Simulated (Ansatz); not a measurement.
`N[SiH2]C(=O)O` and `O=C(O)O` differ in one atom or group.

Ansatz, PBE0-D4/def2-TZVP geometries, multiplicity 1. Each molecule was computed in one conformer, which needn't be the lowest.

```json
{"property": "HOMO energy (ωB97M-V/def2-TZVPP) / eV", "`N[SiH2]C(=O)O`": "-9.61"}
{"property": "HOMO–LUMO gap (B3LYP/def2-TZVPP) / eV", "`N[SiH2]C(=O)O`": "6.30"}
{"property": "size of the dipole moment (ωB97M-V/def2-TZVPP) / D", "`N[SiH2]C(=O)O`": "2.84"}
{"property": "LUMO energy (ωB97M-V/def2-TZVPP) / eV", "`N[SiH2]C(=O)O`": "1.70"}
{"property": "HOMO–LUMO gap (PBE/def2-TZVPP) / eV", "`N[SiH2]C(=O)O`": "4.25"}
{"property": "LUMO energy (PBE0/def2-TZVPP) / eV", "`N[SiH2]C(=O)O`": "-0.52"}
```

Question: Give the same properties after the change, and the shifts. (Estimate.)

Answer: Computed: 
```
                                          property  `O=C(O)O`  shift
             HOMO energy (ωB97M-V/def2-TZVPP) / eV     -11.19  -1.58
             HOMO–LUMO gap (B3LYP/def2-TZVPP) / eV       8.65   2.35
size of the dipole moment (ωB97M-V/def2-TZVPP) / D       0.29  -2.55
             LUMO energy (ωB97M-V/def2-TZVPP) / eV       2.08   0.38
               HOMO–LUMO gap (PBE/def2-TZVPP) / eV       6.65   2.40
                LUMO energy (PBE0/def2-TZVPP) / eV       0.62   1.14
```

With PBE0 the HOMO falls by 1.44 eV and the LUMO rises by 1.14 eV, so the gap widens by about 2.58 eV. PBE moves the HOMO by -1.12 eV and ωB97M-V by -1.58 eV. Dipoles are sizes alone; their direction can turn.

B3LYP here is the variant with VWN-RPA as its local correlation; programs differ in this.
